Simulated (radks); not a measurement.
Isoelectronic series with 20 electrons, all held in the configuration [Ar] 4s2, which need not be the ground one along the series. All-electron calculation, scalar-relativistic Kohn-Sham, PBE, spin-polarised, spherical densities, point nucleus. Program: a radial shooting solver on a logarithmic mesh with Libxc functionals. Total energies (hartree) and orbital eigenvalues (Ry):

Ca: E (hartree) -680.32517; 4s -0.27682; 3p -2.05856; 3s -3.46118; 2p -24.60282
Mn5+: E (hartree) -1149.32202; 4s -4.59055; 3p -11.18471; 3s -13.58990; 2p -54.68474
Zn10+: E (hartree) -1748.67442; 4s -12.36451; 3p -26.25558; 3s -29.77139; 2p -97.82823
Br15+: E (hartree) -2480.33548; 4s -23.44023; 3p -47.07466; 3s -51.85389; 2p -153.8751
Zr20+: E (hartree) -3347.01395; 4s -37.82519; 3p -73.64292; 3s -79.90698; 2p -222.8994
Rh25+: E (hartree) -4352.06788; 4s -55.56814; 3p -106.0070; 3s -114.0663; 2p -305.0445
Sn30+: E (hartree) -5499.54143; 4s -76.74220; 3p -144.2376; 3s -154.5146; 2p -400.4974
Cs35+: E (hartree) -6794.2455; 4s -101.4417; 3p -188.4233; 3s -201.4803; 2p -509.4812
